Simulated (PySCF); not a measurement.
## How methods differ on the ionisation energy of Rb²³⁺

Rb²³⁺ [Ne] 3s2 3p2 (3P) → Rb²⁴⁺ [Ne] 3s2 3p1 (2P), as a difference of total energies. All numbers are calculated (PySCF 2.14, scalar relativity by spin-free X2C-1e, in an uncontracted even-tempered set (18 s from 2.5 bohr⁻², ratio 2.5; 12 p from 3.2 bohr⁻², ratio 2.5; 5 d from 14 bohr⁻², ratio 2.7; 4 f from 22 bohr⁻², ratio 2.7)). Correlated levels: outer shells: 1s2 frozen; virtual orbitals above 40 to 60 times the deepest correlated orbital energy dropped. The calculations carry no spin-orbit coupling.

```csv
method,ionisation energy (eV)
UHF,1072.9
LDA,1074.2
PBE,1074.4
PBE0,1074.3
r2SCAN,1074.7
B97-3,1074.1
M06-2X,1074.4
MP2 (outer shells),1073.5
SCS-MP2 (outer shells),1073.3
```

Spin-orbit coupling is strong in these open shells (close to jj coupling). The scalar numbers leave it out and a first-order estimate fails, so it can dominate the gap to the real levels.

Breit and QED terms and the two-electron picture change are absent.

For comparison: 1080 ± 3 eV (semi-empirical (NIST evaluation); NIST Atomic Spectra Database, ionization energies).
